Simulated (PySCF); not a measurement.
**Working out the excitation energy of S+**

S+ [Ne] 3s2 3p3 (4S) → S+ [Ne] 3s1 3p4 (4P). Calculation: PySCF 2.14, in def2-TZVPPD (6s6p4d1f, 51 functions); no relativity, point nucleus. Frozen: [Ne]. Energies in hartree (1 hartree = 27.21139 eV):

```tsv
part	S+ (lower)	S+ (upper)
UHF	-397.163036	-396.780896
CCSD correlation	-0.109695	-0.128260
(T)	-0.003600	-0.008144
```

Q: What does Hartree-Fock give?

A: (-396.780896) − (-397.163036) = 0.382140 hartree = 10.399 eV.

Q: What do CCSD and CCSD(T) give?

A: The CCSD correlation energies differ by -0.018565 hartree = -0.505 eV and the triples by -0.004544 hartree = -0.124 eV, so CCSD gives 9.894 eV and CCSD(T) 9.770 eV.

Measured between the centres of the two terms (NIST): 9.870 eV, so CCSD(T) (valence) is off by -0.100 eV.

The coupled-cluster amplitudes are large, so a single reference is strained.

What remains against the reference includes basis incompleteness, the frozen core and higher excitations.
